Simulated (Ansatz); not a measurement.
The cluster Ca₂O₃, relaxed as a singlet with RKS r2SCAN-D4/def2-SVP in Ansatz, starting from the GFN2-xTB geometry. Force threshold 0.02 eV/Å.

The structure holds one bond between oxygen atoms, so isomers without such links may lie far lower. The structure comes from a short search, and lower isomers may exist.

Start:

```xyz
5

Ca   -1.030    0.009    1.373
Ca    0.794    0.837   -1.273
O    -0.333   -1.367   -0.052
O     0.985   -0.979   -0.232
O    -0.416    1.500    0.184
```

(1) Estimate the energy that the relaxation releases and the steps that it takes.

(2) Does the start keep its bonding and symmetry?

(3) Predict the relaxed structure.

Results:

(1) 141.8 kJ/mol, in 7 steps; 11 s on 4 threads of Arm Neoverse V2 on a shared host. No frequencies were taken in this run, so the end may be a saddle point.

(2) By distances, no bond broke or formed. The bond that changes most is Ca2–O3, from 2.76 to 2.19 Å (atoms count from 1). Point group C2 at the start, C2v at the end, both within 0.05 Å.

(3) 
```xyz
5

Ca   -0.7052   -0.0506    1.3221
Ca    0.5497    0.6106   -1.2541
O    -0.3552   -1.2271   -0.4881
O     0.9592   -0.9487    0.2238
O    -0.4486    1.6159    0.1962
```
Bond lengths (bridged metal pairs left out): 6 × Ca–O 2.03 to 2.19 Å; 1 × O–O 1.52 Å.
